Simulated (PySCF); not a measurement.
C₃H₃, SMILES C#C[CH2] (connectivity only; charge and spin as stated), charge +1, multiplicity 1. The structure is a stationary point at PBE0-D3(BJ)/def2-TZVP. The multiplicity is an assumed one; other spin states were not compared. The isomer is the one that the SMILES or the coordinates give; other isomers of the formula were not compared.

Level of theory: PBE0-D3(BJ)/def2-TZVP (PySCF 2.14.0).

Harmonic wavenumbers (cm⁻¹): 268, 324, 643, 913, 1027, 1126, 1160, 1466, 2148, 3114, 3217, 3374. Rotational constants (GHz): 284.5, 9.736, 9.413; symmetry number 2.

Problem. Work out the zero-point energy and the ideal-gas rigid-rotor harmonic-oscillator thermochemistry at 298.15 K and 1 atm.

Solution. ZPE = ½ Σ hcν = ½ × 18780 cm⁻¹ = 112.33 kJ/mol. H − E(el) = 125.19 kJ/mol. Entropy in J/(mol K): translation 154.45, rotation 78.13, vibration 15.14, total 247.72. G − E(el) = 51.34 kJ/mol. Cp = 57.17 J/(mol K).
